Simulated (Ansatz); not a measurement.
Cost and result for the atomization energy of `[SiH3][GeH2][SiH2]Cl` (11 atoms, 10 bonds).

```xyz
11

Si    0.3626   -1.9327   -0.1835
Ge   -0.0804    0.2569   -1.0006
Si   -0.2001    1.7828    0.8178
Cl   -1.4944    1.0109    2.2295
H    -0.7735   -2.3908    0.6556
H     0.5502   -2.8791   -1.3142
H     1.6005   -1.9098    0.6390
H    -1.4124    0.2862   -1.7709
H     1.0351    0.7141   -1.9606
H     1.1251    1.9437    1.4667
H    -0.7125    3.1178    0.4211
```

Charge 0, multiplicity 1. Correlated methods include outer-core shells of Ge, which these sets cover unevenly. Scalar relativity is left out up to krypton. All single points use the PBE0-D4/def2-TZVP geometry. It is one conformer, not always the lowest. Program: Ansatz. All runs use 4 threads of an Arm Neoverse V2 on a shared host. Times are those of one run each, without the atoms' runs, and a repeat can differ threefold. Electronic energies, without spin–orbit coupling; frozen cores. CCSD(T)/CBS adds CCSD(T) − MP2 in def2-TZVPP to the MP2 limit, and its time is that of the two runs behind it. T1 = 0.011. With those shells the extrapolation isn't a true limit. B3LYP takes the VWN-RPA correlation (the form of Gaussian; ORCA's B3LYP/G). HSE06 is the plane-wave form, built on full-range PBE exchange.

CCSD(T)/CBS is a level of theory with its own doubt, some kJ/mol a heavy atom from the limit and from the frozen cores, so smaller differences don't rank the functionals.

```
                             level  functions  wall time
            LDA (SPW92)/def2-TZVPP        272      1.6 s
                BLYP-D4/def2-TZVPP        272      2.6 s
               HSE06-D4/def2-TZVPP        272      5.5 s
r2SCAN-D4/def2-TZVPP (with forces)        272        7 s
 B3LYP-D4/def2-TZVPP (with forces)        272      7.5 s
                 B2PLYP/def2-TZVPP        272      7.5 s
                  CCSD(T)/def2-SVP        121      7.5 s
             r2SCANh-D4/def2-TZVPP        272        8 s
                 B97M-V/def2-TZVPP        272       12 s
                ωB97X-V/def2-TZVPP        272       12 s
                    MP2/def2-QZVPP        509       31 s
                CCSD(T)/def2-TZVPP        272      4 min
                 CCSD(T)/CBS(def2)          –    4.5 min
```

(1) What atomization energy does each give, and how far from CCSD(T)/CBS? (Best estimate.)

Results:

(1) Computed: 
| level | atomization (kJ/mol) | difference from CCSD(T)/CBS | per bond |
| --- | --- | --- | --- |
| LDA (SPW92)/def2-TZVPP | 3429.6 | 310.5 | 31.1 |
| BLYP-D4/def2-TZVPP | 3039.9 | -79.2 | -7.9 |
| HSE06-D4/def2-TZVPP | 3065.7 | -53.4 | -5.3 |
| r2SCAN-D4/def2-TZVPP (with forces) | 3111.4 | -7.7 | -0.8 |
| B3LYP-D4/def2-TZVPP (with forces) | 3085.8 | -33.3 | -3.3 |
| B2PLYP/def2-TZVPP | 3044.7 | -74.4 | -7.4 |
| CCSD(T)/def2-SVP | 2882.6 | -236.5 | -23.6 |
| r2SCANh-D4/def2-TZVPP | 3103.5 | -15.6 | -1.6 |
| B97M-V/def2-TZVPP | 3140.9 | 21.8 | 2.2 |
| ωB97X-V/def2-TZVPP | 3138.9 | 19.8 | 2.0 |
| MP2/def2-QZVPP | 3059.9 | -59.2 | -5.9 |
| CCSD(T)/def2-TZVPP | 3042.7 | -76.4 | -7.6 |
| CCSD(T)/CBS(def2) | 3119.1 | 0.0 | 0.0 |

From PBE to PBE0 (25 % exact exchange), in def2-TZVPP and without D4, the atomization energy moves by +6.8 kJ/mol. In def2-TZVPP, CCSD(T) changes the Hartree–Fock value by +688.8 kJ/mol (the triples alone add +30.9 kJ/mol) and MP2 by +661.3 kJ/mol; breaking electron pairs costs correlation energy, which Hartree–Fock lacks. The D4 term adds +46.4 kJ/mol with B3LYP and +24.8 kJ/mol with PBE0; it sums over pairs of atoms, weighted by their polarisabilities, and B3LYP, whose exchange is more repulsive, gets the larger term.

For some Ge, Se and Sn compounds the MP2-based and the directly extrapolated limit differ by 10 to 25 kJ/mol.
